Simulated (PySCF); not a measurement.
## From computed data to an observable: oscillator strength and radiative lifetime

FH3O2SSi, SMILES O[Si](O)(F)S.

Geometry optimised at TPSSh-D3(BJ)/def2-SVP. Other conformers were not sampled.

TDA-M06-2X/def2-SVPD run with PySCF 2.14.0 puts the first singlet state with f over 0.02 at 6.76 eV (vertical), with the transition dipole (-0.421, 0.036, 0.497) in atomic units.

Task: Find the oscillator strength, the wavelength and the radiative lifetime that this transition would have in vacuum if emission retraced absorption.

Result: 
|μ|² = 0.4255 au, so |μ| = 1.66 D. ΔE = 6.76/27.211 = 0.2484 hartree. f = (2/3) ΔE |μ|² = 0.070 (the program prints 0.071).
λ = 1239.84/6.76 = 183 nm; ν = 54523 cm⁻¹.
Einstein's coefficient A = 0.6670 ν² f s⁻¹ (ν in cm⁻¹) = 1.4e8 s⁻¹, so τ = 1/A = 7.2 ns. This state is S2; the lower singlet has f = 0.003. The figure is the radiative limit of this one transition; relaxation, internal conversion, crossing to triplets and a medium change what is measured.
